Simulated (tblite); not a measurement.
A tight-binding relaxation on `CO[SiH2]OC[C@H](F)[SiH3]`.

Computed with GFN2-xTB geometry optimisation, gas phase (tblite 0.8.0). Start geometry: from a force field or distance geometry. The input is one job of a driver script: a line of settings, then coordinates in Å.

Command:
```bash
OMP_NUM_THREADS=1 python probes_run.py task.json out
```

Input:
```
{"job": {"kind": "relax", "xc": "GFN2-xTB", "basis": "xTB"}, "charge": 0, "multiplicity": 1}
C      3.844500     0.698200     0.288700
O      2.590200     0.541200     0.903900
Si     1.395700     0.367700    -0.263600
O     -0.144400     0.257400     0.524600
C     -0.816900    -0.803900    -0.077100
C     -2.192800    -1.072900     0.471400
F     -2.749500    -2.133000    -0.224400
Si    -3.308100     0.434900     0.323600
H      4.526500    -0.088800     0.665600
H      4.247000     1.706400     0.486400
H      3.648900     0.612800    -0.795400
H      1.589500    -0.904100    -1.001000
H      1.299900     1.523200    -1.187400
H     -0.163000    -1.707700     0.027200
H     -0.940800    -0.617300    -1.160500
H     -2.086900    -1.261500     1.566100
H     -3.356200     0.761800    -1.106600
H     -4.647100     0.115700     0.854600
H     -2.746400     1.579400     1.036200
```

Question: Estimate the output.

Answer: 
```
step      E/eV     max force
  0    -773.28162    2.251
  1    -773.51941    1.329
  2    -773.64880    1.272
  3    -773.69866    0.714
  4    -773.76424    0.432
  5    -773.77829    0.371
  6    -773.81448    0.324
  7    -773.82750    0.349
  8    -773.85337    0.373
  9    -773.87579    0.446
... (259 lines left out)
269    -774.32261    0.016
270    -774.32267    0.015
271    -774.32273    0.013
272    -774.32277    0.013
273    -774.32281    0.013
274    -774.32286    0.015
275    -774.32290    0.016
276    -774.32295    0.015
277    -774.32299    0.012
278    -774.32302    0.009
```

«max force» is the largest atomic force in eV/Å.

Question: From which step on does the largest force stay under 0.1 eV/Å, and how much energy is left to gain from there?

Answer: From step 197 (0.093 eV/Å), 15.2 meV above the end.

In short: energy lowered by 24.0 kcal/mol over 278 steps; largest atomic force 0.009 eV/Å at the end.

Hardware: Arm Neoverse N1, one thread, no GPU, shared host with 64 logical CPUs at a one-minute load of 58. Cost: 3.8 s.
Labels such as C1 count atoms from 1, the log's own numbers from 0.
